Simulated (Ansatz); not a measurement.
Total energies of the cluster PtS2⁻ (the lowest doublet isomer of a short search) from Ansatz at r2SCAN-D4/def2-TZVPD, gas phase (1 Eh = 27.2114 eV = 2625.5 kJ/mol). The reference geometry is relaxed at PBE0-D4/def2-TZVPD.

```xyz
3

Pt    0.178    0.197    0.177
S    -1.197    1.500   -0.748
S     1.019   -1.697    0.571
```

```tsv
state	geometry	energy (Eh)
charge -1 doublet	reference	-915.88802
charge 0 singlet	reference	-915.77361
charge -1 quartet	relaxed at PBE0-D4/def2-TZVPD	-915.86681
```

In the def2 sets Pt takes a core potential; there is no spin–orbit coupling.

**Question.** Work out the vertical ionisation energy to the singlet.

**Answer.** E(charge 0 singlet) − E(charge -1 doublet) = -915.77361 − (-915.88802) = 0.11441 Eh = 3.11 eV. For comparison, −ε of the highest occupied level of the spin that leaves is 0.45 eV at this level, 2.66 eV less.

**Question.** Which of the charge -1 states is lowest, and how far above it are the others?

**Answer.** The doublet. quartet: -915.86681 − (-915.88802) = 0.02121 Eh = 55.7 kJ/mol.

The restricted singlet is unstable towards broken spin symmetry in Hartree–Fock (as tested in another run); at r2SCAN-D4/def2-TZVPD this wasn't settled. 

The structure comes from a short search, and lower isomers may exist.
